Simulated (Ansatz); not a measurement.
`CC(C)(C)P` + `CB(S)C[SiH3]` → `CB(P)C[SiH3]` + `CC(C)(C)S`  (formal exchange of groups at a P–C bond)

Calculated with Ansatz (gas phase, PBE0-D4/def2-TZVP geometries, no zero-point term in ΔE). CCSD(T)/CBS is the MP2 limit (def2-TZVPP, def2-QZVPP) plus CCSD(T) − MP2 in def2-TZVPP, frozen cores. DFT in def2-TZVPP. B3LYP here is the variant with VWN-RPA as its local correlation; programs differ in this. One conformer a species, not always the lowest.

```
             level  ΔE (kJ/mol)  difference from CCSD(T)/CBS
            PBE-D4         71.2                         -2.3
         r2SCAN-D4         72.7                         -0.8
           PBE0-D4         72.6                         -0.9
          B3LYP-D4         73.4                         -0.1
           ωB97X-V         73.2                         -0.3
           ωB97M-V         76.3                          2.8
            B2PLYP         74.8                          1.3
               PBE         70.7                         -2.8
            r2SCAN         72.6                         -0.9
    MP2/def2-TZVPP         78.7                          5.2
SCS-MP2/def2-TZVPP         77.7                          4.2
     HF/def2-QZVPP         73.8                          0.3
SCS-MP2/def2-QZVPP         76.2                          2.7
      HF/CBS(def2)         73.7                          0.2
     MP2/CBS(def2)         76.4                          2.9
    CCSD/CBS(def2)         73.5                          0.0
       CCSD(T)/CBS         73.5                            0
```

Largest T1 diagnostic among the species: 0.013.

CCSD(T)/CBS has its own doubt, a few kJ/mol and more with outer-core shells, so smaller differences from it don't rank the levels.
